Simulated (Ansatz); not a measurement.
Species: H$_{3}$Sn, SMILES `[SnH3]` (charge 0, multiplicity 2).

### Question
Give a relaxed geometry from Ansatz (a first-principles code) with r2SCAN-D4/def2-TZVP.

### Answer
the end point of this relaxation (outside a Z-matrix the atoms follow the SMILES, hydrogens last).
Bonds (Å): Sn1–H2 1.715, Sn1–H3 1.715, Sn1–H4 1.715. Bond angles (°): H2–Sn1–H3 109.5, H2–Sn1–H4 109.5, H3–Sn1–H4 109.5.
